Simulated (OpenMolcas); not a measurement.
**Ga: effect of the active space**

| Property | Result |
| --- | --- |
| Program | OpenMolcas |
| Method | CASSCF or its RAS form |
| Basis | ANO-R1 |
| Scalar Hamiltonian | X2C, finite nucleus |
| Spin-orbit coupling | RASSI with atomic mean-field integrals over the reference wave functions, term energies averaged over their components |

A. 3 electrons in 4 orbitals (4s 4p); 2S+1 = 4 odd, 1 root (0 in the spin-orbit step); 2S+1 = 2 odd, 3 roots; 2S+1 = 4 even, 3 roots; 2S+1 = 2 even, 5 roots (0 in the spin-orbit step); cost of the order of 9 core-seconds
B. 3 electrons in 9 orbitals (RAS2 4s 4p; RAS3 4d, at most 2 electrons); 2S+1 = 4 odd, 1 root (0 in the spin-orbit step); 2S+1 = 2 odd, 3 roots kept (CI in the orbitals of an earlier block); 2S+1 = 4 even, 3 roots; 2S+1 = 2 even, 5 roots kept (CI in the orbitals of an earlier block, 0 in the spin-orbit step); cost roughly 27 core-seconds

Energies in cm-1 above 4s2 4p 2P* 1/2, the measured ground level; measured values from NIST Handbook of Basic Atomic Spectroscopic Data.

```csv
Level,A,B,Measured
4s2 4p 2P* 1/2,0.0,0.0,0.0
4s2 4p 2P* 3/2,780,856,826
4s 4p2 4P 1/2,30233,31528,
4s 4p2 4P 3/2,30532,31831,
4s 4p2 4P 5/2,31030,32337,
```

Between A and B the level of the table that moves most is 4s 4p2 4P 5/2, by 1300 cm-1 (lowest in A, highest in B).

Some high roots are left out of the spin-orbit mixing, which shifts the levels that they would mix with. Without dynamic correlation excited terms often stand tens of per cent too high (terms of higher spin than the ground term too low), and those without a measured partner can miss by more than the paired ones. Terms of s pⁿ other than that of highest spin mix with s² pⁿ⁻² d, which this space lacks; all of them can be thousands of cm-1 off, and some have no real level of that name (holds for A). Terms from blocks run as CI alone lack orbitals of their own (holds for B). Active for correlation alone: 4d; no level in the range computed is led by a configuration that fills it, so any true level of that kind is missing (holds for B). Levels of configurations outside the active space are missing.

* marks odd parity.
